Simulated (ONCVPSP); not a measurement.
# Reading a pseudo-wave (B (Z = 5))

Columns: radius, all-electron u(r) and pseudo u(r) of the 2s shell (level -31.48 eV) of boron in the configuration [He] 2s1; PBE, scalar-relativistic, ONCV scheme, ONCVPSP 4.0.1.

| r (bohr) | all-electron | pseudo |
| --- | --- | --- |
| 0.057 | -0.2336 | 0.0265 |
| 0.115 | -0.3445 | 0.0539 |
| 0.172 | -0.3698 | 0.0820 |
| 0.230 | -0.3400 | 0.1125 |
| 0.288 | -0.2742 | 0.1455 |
| 0.345 | -0.1887 | 0.1811 |
| 0.402 | -0.0921 | 0.2199 |
| 0.460 | 0.0107 | 0.2627 |
| 0.518 | 0.1132 | 0.3082 |
| 0.575 | 0.2104 | 0.3550 |
| 0.632 | 0.3021 | 0.4032 |
| 0.690 | 0.3880 | 0.4530 |
| 0.747 | 0.4646 | 0.5023 |
| 0.805 | 0.5341 | 0.5524 |
| 0.862 | 0.5941 | 0.6008 |
| 0.920 | 0.6471 | 0.6480 |
| 0.977 | 0.6918 | 0.6909 |
| 1.035 | 0.7299 | 0.7291 |
| 1.092 | 0.7603 | 0.7601 |
| 1.150 | 0.7845 | 0.7845 |
| 1.208 | 0.8023 | 0.8023 |
| 1.265 | 0.8140 | 0.8140 |
| 1.322 | 0.8204 | 0.8204 |
| 1.380 | 0.8221 | 0.8221 |
| 1.438 | 0.8194 | 0.8194 |
| 1.495 | 0.8128 | 0.8128 |

Q: How many radial nodes do the two functions have?

A: The all-electron 2s function has n − l − 1 = 1; the pseudo-wave has 0, since the states of the same l below it are removed with the core.

Q: At about which radius was the pseudo-wave matched?

A: 1.15 bohr, where the columns begin to agree (steps of 0.06 bohr).

Q: Where does each function peak?

A: Outermost all-electron maximum near 1.38 bohr, pseudo maximum near 1.38 bohr (to the table’s step).

Q: Is the pseudo-wave norm-conserving?

A: Yes: the ONCV scheme keeps the norm inside the radius equal to the all-electron one, which fixes the energy derivative of the logarithmic derivative at the level.
